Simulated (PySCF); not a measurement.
Partial charges of `COc1csccc1=O`

Species: C₆H₆O₂S.
Geometry (GFN2-xTB, Å), atoms numbered from 1 in this order:
```xyz
15
C6H6O2S angstrom
C      2.597    0.143    0.404
O      1.570   -0.565   -0.243
C      0.292   -0.163   -0.090
C     -0.081    0.898    0.656
S     -1.704    1.450    0.879
C     -2.596    0.325   -0.061
C     -2.063   -0.691   -0.754
C     -0.652   -1.031   -0.841
O     -0.255   -1.980   -1.495
H      2.643    1.183    0.064
H      2.475    0.121    1.493
H      3.520   -0.367    0.133
H      0.625    1.512    1.191
H     -3.658    0.515   -0.044
H     -2.717   -1.344   -1.315
```

Density: PBE0/pcSseg-1 (PySCF); schemes: Mulliken, IAO, Hirshfeld and ESP-fitted. The structure is a single GFN2-xTB conformer in the gas phase; no vibrational or solvent corrections.

Q: At which atom do the 4 schemes differ most?

A: At C8: from +0.107 (Hirshfeld) to +0.569 e (ESP-fitted), 0.462 e apart.

Q: Which atoms carry the highest charge in the Mulliken, IAO, Hirshfeld and ESP-fitted schemes?

A: The schemes don't all agree: Mulliken S5 (+0.306); IAO S5 (+0.351); Hirshfeld S5 (+0.111); ESP-fitted C8 (+0.569).

Q: Do the Mulliken, IAO, Hirshfeld and ESP-fitted schemes agree on where the charge is lowest?

A: The schemes don't all agree: Mulliken O2 (-0.443); IAO O9 (-0.441); Hirshfeld O9 (-0.266); ESP-fitted O9 (-0.529).

Q: Give the atomic charges in each scheme.

A: In e:

```json
{"atom": "C1", "environment": "methoxy carbon", "Mulliken": "-0.048", "IAO": "-0.210", "Hirshfeld": "-0.027", "ESP-fitted": "-0.087"}
{"atom": "O2", "environment": "oxygen bonded to 2 C", "Mulliken": "-0.443", "IAO": "-0.291", "Hirshfeld": "-0.090", "ESP-fitted": "-0.286"}
{"atom": "C3", "environment": "unsaturated ring carbon", "Mulliken": "+0.169", "IAO": "+0.154", "Hirshfeld": "+0.060", "ESP-fitted": "+0.269"}
{"atom": "C4", "environment": "unsaturated ring CH carbon", "Mulliken": "-0.329", "IAO": "-0.378", "Hirshfeld": "-0.101", "ESP-fitted": "-0.399"}
{"atom": "S5", "environment": "ring sulfur", "Mulliken": "+0.306", "IAO": "+0.351", "Hirshfeld": "+0.111", "ESP-fitted": "+0.037"}
{"atom": "C6", "environment": "unsaturated ring CH carbon", "Mulliken": "-0.233", "IAO": "-0.271", "Hirshfeld": "-0.052", "ESP-fitted": "-0.195"}
{"atom": "C7", "environment": "unsaturated ring CH carbon", "Mulliken": "-0.112", "IAO": "-0.217", "Hirshfeld": "-0.068", "ESP-fitted": "-0.336"}
{"atom": "C8", "environment": "ring carbonyl carbon", "Mulliken": "+0.270", "IAO": "+0.323", "Hirshfeld": "+0.107", "ESP-fitted": "+0.569"}
{"atom": "O9", "environment": "carbonyl oxygen", "Mulliken": "-0.380", "IAO": "-0.441", "Hirshfeld": "-0.266", "ESP-fitted": "-0.529"}
{"atom": "H10", "environment": "methyl hydrogen", "Mulliken": "+0.112", "IAO": "+0.135", "Hirshfeld": "+0.045", "ESP-fitted": "+0.075"}
{"atom": "H11", "environment": "methyl hydrogen", "Mulliken": "+0.112", "IAO": "+0.135", "Hirshfeld": "+0.045", "ESP-fitted": "+0.075"}
{"atom": "H12", "environment": "methyl hydrogen", "Mulliken": "+0.145", "IAO": "+0.174", "Hirshfeld": "+0.063", "ESP-fitted": "+0.130"}
{"atom": "H13", "environment": "hydrogen on C4", "Mulliken": "+0.157", "IAO": "+0.175", "Hirshfeld": "+0.050", "ESP-fitted": "+0.258"}
{"atom": "H14", "environment": "hydrogen on C6", "Mulliken": "+0.155", "IAO": "+0.182", "Hirshfeld": "+0.064", "ESP-fitted": "+0.232"}
{"atom": "H15", "environment": "hydrogen on C7", "Mulliken": "+0.120", "IAO": "+0.179", "Hirshfeld": "+0.059", "ESP-fitted": "+0.187"}
```

Mean size of the charges over all atoms: ESP-fitted 0.244 e, IAO 0.241 e, Mulliken 0.206 e, Hirshfeld 0.081 e. Each set sums to the total charge, 0, to within 0.001 e. The Hirshfeld scheme weights the molecular density at each point by an atom's share of the summed free-atom densities. The ESP scheme is a least-squares fit of atom-centred charges to the potential on four shells outside the van der Waals surface, with the total charge fixed.

Q: Sum the charges by element, for elements with more than one atom.

A: 
```csv
element,atoms,Mulliken,IAO,Hirshfeld,ESP-fitted
C,6,-0.283,-0.599,-0.080,-0.178
O,2,-0.823,-0.732,-0.356,-0.815
H,6,+0.801,+0.981,+0.326,+0.956
```

Q: How closely do the schemes follow one another over all atoms?

A: Correlation coefficient and root-mean-square difference: Mulliken with IAO 0.96, 0.073 e; IAO with Hirshfeld 0.93, 0.171 e; Mulliken with Hirshfeld 0.91, 0.151 e; IAO with ESP-fitted 0.90, 0.125 e; Hirshfeld with ESP-fitted 0.89, 0.208 e; Mulliken with ESP-fitted 0.88, 0.141 e.
